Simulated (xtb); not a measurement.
BiBr$_{3}$, charge -1, doublet, from a rough starting geometry (GFN-xTB shapes and energies of metal compounds can be far from the true ones) (a state made from the parent by changing its charge; the spin is typed, not shown lowest); GFN2-xTB run with xtb.

The xtb input:
```
$ xtb mol.xyz --gfn 2 --chrg -1 --uhf 1 --opt vtight --json

# file mol.xyz
4

Bi     0.03042022    -0.01171998     1.04234453
Br    -1.63127540    -1.42959647    -0.34083442
Br    -0.39185031     2.15419671    -0.35662388
Br     2.07364642    -0.76130598    -0.34759741
```

Output, abridged:

```
   ID    Z sym.   atoms
    1   83 Bi     1
    2   35 Br     2-4

           -------------------------------------------------
          |                Calculation Setup                |
           -------------------------------------------------

           -------------------------------------------------
          |                 G F N 2 - x T B                 |
           -------------------------------------------------

          ...................................................
          :                      SETUP                      :
          :.................................................:
          :  # basis functions                  34          :
          :  # atomic orbitals                  31          :
          :  # shells                           11          :
          :  # electrons                        27          :
          :  max. iterations                   250          :
          :  Hamiltonian                  GFN2-xTB          :
          :  restarted?                      false          :
          :  GBSA solvation                  false          :
          :  PC potential                    false          :
          :  electronic temp.          300.0000000     K    :
          :  accuracy                    1.0000000          :
          :  -> integral cutoff          0.2500000E+02      :
          :  -> integral neglect         0.1000000E-07      :
          :  -> SCF convergence          0.1000000E-05 Eh   :
          :  -> wf. convergence          0.1000000E-03 e    :
          :  Broyden damping             0.4000000          :
          :  net charge                         -1          :
          :  unpaired electrons                  1          :
          ...................................................

 iter      E             dE          RMSdq      gap      omega  full diag
   1    -14.8603965 -0.148604E+02  0.151E+01    0.24       0.0  T
   2    -14.8943167 -0.339202E-01  0.756E+00    0.05       1.0  T
   3    -14.9036593 -0.934258E-02  0.726E+00    0.15       1.0  T
   4    -14.9086879 -0.502865E-02  0.477E+00    0.06       1.0  T
   5    -14.9100837 -0.139578E-02  0.384E+00    0.06       1.0  T
   6    -14.9110249 -0.941162E-03  0.360E+00    0.04       1.0  T
   7    -14.9090919  0.193304E-02  0.520E+00    0.04       1.0  T
   8    -14.9126807 -0.358884E-02  0.179E+00    0.02       1.0  T
   9    -14.9095351  0.314556E-02  0.630E+00    0.03       1.0  T
  10    -14.9127500 -0.321484E-02  0.182E+00    0.04       1.0  T
  11    -14.9127825 -0.325103E-04  0.142E+00    0.05       1.0  T
  12    -14.9129751 -0.192619E-03  0.431E-01    0.04       1.0  T
  13    -14.9130075 -0.323994E-04  0.450E-01    0.04       1.0  T
  14    -14.9130231 -0.155773E-04  0.830E-02    0.03       1.0  T
  15    -14.9130238 -0.741033E-06  0.275E-02    0.03       1.8  T
  16    -14.9130238  0.673807E-07  0.521E-02    0.03       1.0  T
  17    -14.9130239 -0.158228E-06  0.166E-02    0.03       3.0  T
  18    -14.9130239 -0.266465E-07  0.786E-03    0.04       6.4  T
  19    -14.9130239 -0.419736E-08  0.719E-03    0.04       7.0  T
  20    -14.9130239 -0.231414E-08  0.533E-03    0.04       9.4  T
  21    -14.9130239 -0.550328E-09  0.386E-03    0.04      13.0  T
  22    -14.9130239 -0.164411E-08  0.148E-03    0.04      33.9  T
  23    -14.9130239 -0.171834E-09  0.499E-04    0.04     100.2  T
  24    -14.9130239 -0.242100E-10  0.135E-04    0.04     370.8  T

   *** convergence criteria satisfied after 24 iterations ***

         :::::::::::::::::::::::::::::::::::::::::::::::::::::
         ::                     SUMMARY                     ::
         :::::::::::::::::::::::::::::::::::::::::::::::::::::
         :: total energy             -14.907723078268 Eh    ::
         :: gradient norm              0.147143242826 Eh/a0 ::
         :: HOMO-LUMO gap              0.035040011166 eV    ::
         ::.................................................::
         :: SCC energy               -14.913022536617 Eh    ::
         :: -> isotropic ES            0.150057679488 Eh    ::
         :: -> anisotropic ES         -0.002054693342 Eh    ::
         :: -> anisotropic XC         -0.030735680160 Eh    ::
         :: -> dispersion             -0.005695081539 Eh    ::
         :: repulsion energy           0.005299458349 Eh    ::
         :: add. restraining           0.000000000000 Eh    ::
         :: total charge              -1.000000000145 e     ::
         :::::::::::::::::::::::::::::::::::::::::::::::::::::

      -----------------------------------------------------------
     |                   =====================                   |
     |                        A N C O P T                        |
     |                   =====================                   |
     |               Approximate Normal Coordinate               |
     |                Rational Function Optimizer                |
      -----------------------------------------------------------
      -----------------------------------------------------------
     |                   =====================                   |
     |                        A N C O P T                        |
     |                   =====================                   |
     |               Approximate Normal Coordinate               |
     |                Rational Function Optimizer                |
      -----------------------------------------------------------

          ...................................................
          :                      SETUP                      :
          :.................................................:
          :   optimization level         verytight          :
          :   max. optcycles                   200          :
          :   ANC micro-cycles                  20          :
          :   degrees of freedom                 6          :
          :.................................................:
[...]
 * total energy  :   -15.0163806 Eh     change       -0.6791100E-04 Eh
 * total energy  :   -15.0164128 Eh     change       -0.3225143E-04 Eh
 * total energy  :   -15.0164300 Eh     change       -0.1716058E-04 Eh
 * total energy  :   -15.0164485 Eh     change       -0.1847651E-04 Eh
 * total energy  :   -15.0164531 Eh     change       -0.4582271E-05 Eh
 * total energy  :   -15.0164452 Eh     change        0.7897725E-05 Eh
 * total energy  :   -15.0164546 Eh     change       -0.9416895E-05 Eh
 * total energy  :   -15.0164534 Eh     change        0.1137364E-05 Eh
 * total energy  :   -15.0164557 Eh     change       -0.2302608E-05 Eh
 * total energy  :   -15.0164561 Eh     change       -0.3376528E-06 Eh
 * total energy  :   -15.0164562 Eh     change       -0.1520822E-06 Eh
 * total energy  :   -15.0164564 Eh     change       -0.1241681E-06 Eh
 * total energy  :   -15.0164564 Eh     change       -0.7507994E-07 Eh
   *** GEOMETRY OPTIMIZATION CONVERGED AFTER 29 ITERATIONS ***
[...]
          :  Broyden damping             0.4000000          :
          :  net charge                         -1          :
          :  unpaired electrons                  1          :
          ...................................................

 iter      E             dE          RMSdq      gap      omega  full diag
   1    -15.0173687 -0.150174E+02  0.116E-04    3.07       0.0  T
   2    -15.0173687 -0.144240E-11  0.856E-05    3.07     584.3  T
   3    -15.0173687 -0.222578E-11  0.341E-05    3.07    1467.7  T

   *** convergence criteria satisfied after 3 iterations ***

         :::::::::::::::::::::::::::::::::::::::::::::::::::::
         ::                     SUMMARY                     ::
         :::::::::::::::::::::::::::::::::::::::::::::::::::::
         :: total energy             -15.016456429153 Eh    ::
         :: gradient norm              0.000024911611 Eh/a0 ::
         :: HOMO-LUMO gap              3.071451391532 eV    ::
         ::.................................................::
         :: SCC energy               -15.017363047775 Eh    ::
         :: -> isotropic ES            0.148292954682 Eh    ::
         :: -> anisotropic ES         -0.004206003690 Eh    ::
         :: -> anisotropic XC         -0.008670269123 Eh    ::
         :: -> dispersion             -0.004553012153 Eh    ::
         :: repulsion energy           0.000906618622 Eh    ::
         :: add. restraining           0.000000000000 Eh    ::
         :: total charge              -1.000000000000 e     ::
         :::::::::::::::::::::::::::::::::::::::::::::::::::::

           -------------------------------------------------
          |                Property Printout                |
           -------------------------------------------------

    * Orbital Energies and Occupations

         #    Occupation            Energy/Eh            Energy/eV
      -------------------------------------------------------------
         1        2.0000           -0.8350835             -22.7238
         2        2.0000           -0.6897393             -18.7688
         3        2.0000           -0.6896018             -18.7650
         4        2.0000           -0.6837662             -18.6062
         5        2.0000           -0.3188261              -8.6757
         6        2.0000           -0.3187294              -8.6731
         7        2.0000           -0.2764036              -7.5213
         8        2.0000           -0.2671657              -7.2699
         9        2.0000           -0.2670412              -7.2666
        10        2.0000           -0.2664536              -7.2506
        11        2.0000           -0.2663492              -7.2477
        12        2.0000           -0.2658644              -7.2345
        13        2.0000           -0.2552279              -6.9451
        14        1.0000           -0.1911053              -5.2002 (HOMO)
        15                         -0.0782315              -2.1288 (LUMO)
        16                         -0.0780216              -2.1231
        17                          0.1945266               5.2933
        18                          0.1946988               5.2980
        19                          0.1950211               5.3068
        20                          0.1950964               5.3088
        21                          0.1959544               5.3322
        22                          0.2058397               5.6012
        23                          0.2058554               5.6016
        24                          0.2059212               5.6034
        25                          0.2059377               5.6039
       ...                                ...                  ...
        31                          0.3092991               8.4165
      -------------------------------------------------------------
                  HL-Gap            0.1128738 Eh            3.0715 eV
             Fermi-level           -0.1789175 Eh           -4.8686 eV

     #   Z          covCN         q      C6AA      α(0)
     1  83 Bi       2.425     0.603   444.612    40.502
     2  35 Br       0.808    -0.534   200.074    22.805
     3  35 Br       0.808    -0.534   200.087    22.806
     4  35 Br       0.808    -0.535   200.111    22.807

 Mol. C6AA /au·bohr⁶  :       4014.843406
 Mol. C8AA /au·bohr⁸  :     340468.535819
 Mol. α(0) /au        :        108.920709

Wiberg/Mayer (AO) data.
largest (>0.10) Wiberg bond orders for each atom

 ---------------------------------------------------------------------------
     #   Z sym  total        # sym  WBO       # sym  WBO       # sym  WBO
 ---------------------------------------------------------------------------
     1  83 Bi   1.910 --     2 Br   0.638     3 Br   0.637     4 Br   0.636
     2  35 Br   0.754 --     1 Bi   0.638
     3  35 Br   0.754 --     1 Bi   0.637
     4  35 Br   0.753 --     1 Bi   0.636
 ---------------------------------------------------------------------------

Topologies differ in total number of bonds
Writing topology from bond orders to xtbtopo.mol

molecular dipole:
                 x           y           z       tot (Debye)
 q only:       -0.042       0.023       0.001
   full:       -0.037       0.023       0.001       0.111
molecular quadrupole (traceless):
                xx          xy          yy          xz          yz          zz
 q only:      -11.342       0.069     -11.266       0.015       0.074      22.608
  q+dip:      -16.898       0.073     -16.826       0.023       0.110      33.724
   full:      -15.853       0.073     -15.780       0.021       0.103      31.634

optimized geometry written to: xtbopt.xyz

           -------------------------------------------------
          | TOTAL ENERGY              -15.016456429153 Eh   |
          | GRADIENT NORM               0.000024911611 Eh/α |
          | HOMO-LUMO GAP               3.071451391532 eV   |
           -------------------------------------------------

normal termination of xtb
```
